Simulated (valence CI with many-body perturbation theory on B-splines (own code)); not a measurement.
# E1 line list for Mo XXX

Computed by configuration interaction combined with many-body perturbation theory (CI+MBPT): three valence electrons over a frozen Dirac-Fock core [Ne], a basis of 11 s, 11 p, 10 d, 8 f, 5 g, 2 h functions for each j, with the one-electron correlation potential Σ1, the two-electron term Σ2, the three-electron term Σ3, Breit, model QED; selected CI, second order for the rest, scaled by the run's own slope (own B-spline code, finite nucleus).

No measured spectrum was set against this ion. As an estimate, large intervals hold to a few tenths of a per cent, small ones and those within an open d or f shell to about a per cent.

Lines 101 to 150 of 582 in falling wavelength, among levels below 785.32 eV, chosen from the strongest by gf and those to the six lowest levels. Wavelengths and rates use the calculated energies. Electric multipoles are in the length gauge, E1 and E2 with the static RPA response of the core. Weak lines are less certain than strong ones. Lines between different terms over intervals too small for the method are left out, as are lines whose strength nearly cancels. Where a level lies close to another of its J and parity, the split of strength between their lines is uncertain. The highest levels of a list are the least certain.

Names give the largest LS component (configuration and term), which can be under half, so a name can repeat, a term be missing and a line seem to break the LS rules; names also repeat where a configuration has a term twice. Letters in brackets count levels of one name in rising energy.

| λ vac (Å) | Upper | Lower | A (s⁻¹) | S (a.u.) with core polarisation | S without |
| --- | --- | --- | --- | --- | --- |
| 127.5 | 3p3d² ⁴D°_7/2 [b] | 3s3d² ⁴F_9/2 | 9.03e+09 | 7.38e-02 | 7.57e-02 |
| 127.3 | 3p3d² ²G°_7/2 [b] | 3s3d² ²F_5/2 | 8.49e+10 | 6.92e-01 | 7.09e-01 |
| 127.3 | 3p3d² ⁴P°_5/2 | 3s3d² ⁴P_3/2 | 2.13e+10 | 1.30e-01 | 1.33e-01 |
| 127.1 | 3s3d² ²D_3/2 | 3s3p3d ²P°_1/2 [b] | 1.26e+10 | 5.12e-02 | 5.24e-02 |
| 127.1 | 3d³ ²H_9/2 | 3p3d² ²F°_7/2 [c] | 5.60e+10 | 5.68e-01 | 5.81e-01 |
| 127.0 | 3p3d² ²G°_7/2 [b] | 3s3d² ²F_7/2 | 2.44e+10 | 1.98e-01 | 2.03e-01 |
| 127.0 | 3s3p3d ²D°_5/2 [a] | 3s3p² ⁴P_5/2 | 3.96e+08 | 2.40e-03 | 2.47e-03 |
| 126.3 | 3s3d² ²D_5/2 | 3s3p3d ²P°_3/2 [a] | 3.04e+10 | 1.81e-01 | 1.85e-01 |
| 126.2 | 3p²3d ⁴F_7/2 | 3s3p3d ⁴F°_7/2 | 8.85e+09 | 7.02e-02 | 7.20e-02 |
| 126.0 | 3p3d² ²G°_7/2 [a] | 3p²3d ²F_5/2 [b] | 3.95e+10 | 3.13e-01 | 3.20e-01 |
| 125.6 | 3p3d² ²F°_7/2 [a] | 3s3d² ⁴F_5/2 | 1.24e+10 | 9.66e-02 | 9.90e-02 |
| 125.4 | 3d³ ²P_3/2 | 3p3d² ²P°_3/2 [b] | 2.48e+10 | 9.65e-02 | 9.88e-02 |
| 125.2 | 3p²3d ²F_7/2 [b] | 3s3p3d ²F°_7/2 [a] | 4.33e+10 | 3.36e-01 | 3.44e-01 |
| 125.2 | 3p3d² ²D°_3/2 [c] | 3s3d² ²D_3/2 | 2.12e+10 | 8.22e-02 | 8.42e-02 |
| 124.9 | 3p²3d ²F_5/2 [b] | 3s3p3d ⁴P°_3/2 [a] | 4.01e+10 | 2.32e-01 | 2.37e-01 |
| 124.8 | 3p3d² ²D°_5/2 [c] | 3s3d² ²D_5/2 | 1.16e+10 | 6.69e-02 | 6.85e-02 |
| 124.6 | 3p3d² ⁴G°_11/2 | 3p²3d ⁴F_9/2 [b] | 1.05e+10 | 1.20e-01 | 1.23e-01 |
| 124.5 | 3p3d² ²D°_3/2 [b] | 3p²3d ²P_1/2 [a] | 1.39e+10 | 5.30e-02 | 5.42e-02 |
| 124.5 | 3d³ ²D_3/2 [b] | 3p3d² ²P°_3/2 [c] | 2.36e+10 | 8.98e-02 | 9.18e-02 |
| 124.4 | 3d³ ²D_5/2 [b] | 3p3d² ²P°_3/2 [c] | 5.04e+10 | 2.88e-01 | 2.95e-01 |
| 123.8 | 3p²3d ⁴D_7/2 | 3s3p3d ⁴D°_7/2 | 1.57e+10 | 1.17e-01 | 1.20e-01 |
| 123.7 | 3p3d² ⁴D°_7/2 [b] | 3s3d² ⁴F_7/2 | 1.58e+10 | 1.18e-01 | 1.21e-01 |
| 123.6 | 3p3d² ⁴D°_5/2 [b] | 3s3d² ⁴F_7/2 | 8.50e+09 | 4.76e-02 | 4.88e-02 |
| 123.5 | 3p3d² ²F°_7/2 [c] | 3p²3d ²D_5/2 [c] | 2.58e+10 | 1.92e-01 | 1.96e-01 |
| 123.5 | 3p3d² ²P°_3/2 [c] | 3s3d² ²S_1/2 | 2.43e+10 | 9.03e-02 | 9.25e-02 |
| 123.3 | 3s3p3d ⁴D°_3/2 | 3s3p² ²D_3/2 | 4.05e+09 | 1.50e-02 | 1.54e-02 |
| 123.1 | 3p3d² ²P°_3/2 [c] | 3s3d² ²P_3/2 | 8.54e+10 | 3.15e-01 | 3.22e-01 |
| 122.9 | 3p3d² ²F°_5/2 [a] | 3s3d² ⁴P_5/2 | 7.81e+09 | 4.30e-02 | 4.40e-02 |
| 122.9 | 3s3p3d ⁴P°_5/2 | 3s3p² ²D_3/2 | 5.85e+08 | 3.22e-03 | 3.31e-03 |
| 122.9 | 3s3p3d ⁴D°_1/2 | 3s3p² ²D_3/2 | 5.61e+08 | 1.03e-03 | 1.05e-03 |
| 122.7 | 3p²3d ²P_1/2 [a] | 3s3p3d ²D°_3/2 [a] | 2.49e+10 | 4.55e-02 | 4.67e-02 |
| 122.5 | 3p3d² ²D°_5/2 [d] | 3s3d² ²F_7/2 | 3.77e+10 | 2.05e-01 | 2.10e-01 |
| 122.4 | 3s3p² ²D_3/2 | 3s²3p ²P°_1/2 | 2.14e+10 | 7.74e-02 | 7.94e-02 |
| 122.1 | 3p3d² ²P°_1/2 [c] | 3s3d² ²P_1/2 | 2.33e+10 | 4.18e-02 | 4.28e-02 |
| 122.0 | 3d³ ²H_9/2 | 3p3d² ²F°_7/2 [b] | 1.08e+10 | 9.71e-02 | 9.94e-02 |
| 122.0 | 3p3d² ²P°_3/2 [a] | 3s3d² ⁴F_3/2 | 1.63e+10 | 5.85e-02 | 6.00e-02 |
| 121.9 | 3s3d² ²D_3/2 | 3s3p3d ²P°_1/2 [a] | 3.39e+10 | 1.22e-01 | 1.24e-01 |
| 121.9 | 3d³ ²F_5/2 | 3p3d² ²F°_5/2 [b] | 1.07e+10 | 5.76e-02 | 5.89e-02 |
| 121.8 | 3d³ ²G_7/2 | 3p3d² ²F°_7/2 [b] | 7.70e+09 | 5.49e-02 | 5.62e-02 |
| 121.7 | 3d³ ⁴F_5/2 | 3p3d² ⁴D°_3/2 | 1.63e+10 | 8.68e-02 | 8.89e-02 |
| 121.7 | 3s3p3d ²D°_3/2 [b] | 3s3p² ²P_3/2 | 3.59e+10 | 1.28e-01 | 1.31e-01 |
| 121.7 | 3s3p3d ²F°_7/2 [b] | 3s²3d ²D_5/2 | 9.60e+10 | 6.83e-01 | 7.00e-01 |
| 121.5 | 3p3d² ⁴S°_3/2 | 3s3d² ⁴P_3/2 | 1.50e+10 | 5.31e-02 | 5.44e-02 |
| 121.1 | 3p²3d ⁴F_9/2 [a] | 3s3p3d ⁴F°_7/2 | 1.74e+10 | 1.52e-01 | 1.56e-01 |
| 121.1 | 3p³ ⁴S°_3/2 | 3s3p² ⁴P_5/2 | 1.87e+10 | 6.55e-02 | 6.72e-02 |
| 121.1 | 3p3d² ²G°_9/2 [b] | 3s3d² ²G_9/2 | 2.23e+10 | 1.96e-01 | 2.01e-01 |
| 121.1 | 3p²3d ²F_5/2 [b] | 3s3p3d ²D°_3/2 [a] | 1.47e+10 | 7.73e-02 | 7.92e-02 |
| 121.1 | 3p²3d ²D_5/2 [c] | 3s3p3d ²F°_7/2 [b] | 2.25e+10 | 1.18e-01 | 1.21e-01 |
| 121.0 | 3p3d² ⁴D°_5/2 [b] | 3s3d² ⁴F_5/2 | 1.61e+10 | 8.46e-02 | 8.67e-02 |
| 120.9 | 3p3d² ⁴S°_3/2 | 3s3d² ⁴P_1/2 [b] | 1.63e+10 | 5.70e-02 | 5.85e-02 |
